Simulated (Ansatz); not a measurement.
The cluster Na₄H₄⁻. The state is a doublet with charge -1. Geometry r2SCAN-D4/def2-SVP, that of the neutral singlet; atoms count from 1.

```xyz
8

Na    1.5697   -0.1243   -1.0433
Na    0.4269   -0.2902    1.8165
Na   -0.7560    1.7188   -0.2022
Na   -1.2413   -1.3042   -0.5708
H    -0.4436    0.3001   -1.8884
H    -1.6311    0.1300    1.0850
H     0.7860   -1.7868    0.2099
H     1.2894    1.3565    0.5932
```

The highest occupied level of the charge -1 doublet lies above zero (up to 0.72 eV). Energy differences put its binding near zero (-0.03 eV; vertical, against the charge 0 singlet, at PBE0-D4/def2-TZVPD), which leaves it undecided. The structure comes from a short search, and lower isomers may exist.

**Question.** Estimate the Mulliken populations from the PBE0/def2-TZVPD orbitals of Ansatz.

**Answer.** 
```tsv
atom	charge (e)	spin (α − β)
Na1	0.58	-0.08
Na2	0.03	0.56
Na3	0.58	-0.08
Na4	0.03	0.56
H5	-0.55	0.01
H6	-0.55	0.01
H7	-0.55	0.01
H8	-0.55	0.01
```
Mulliken values depend strongly on the basis. With diffuse functions, as here, like atoms can get unlike values, and bond orders can come out too low or too high.

**Question.** Where does the spin sit?

**Answer.** Summed by element: Na 0.97, H 0.03, of 1 unpaired in all. Largest on single atoms: Na2 0.56, Na4 0.56, Na3 -0.08.

**Question.** And the Mayer bond orders between heavy atoms (over 0.3)?

**Answer.** Na2–Na4 0.69 (3.08 Å).
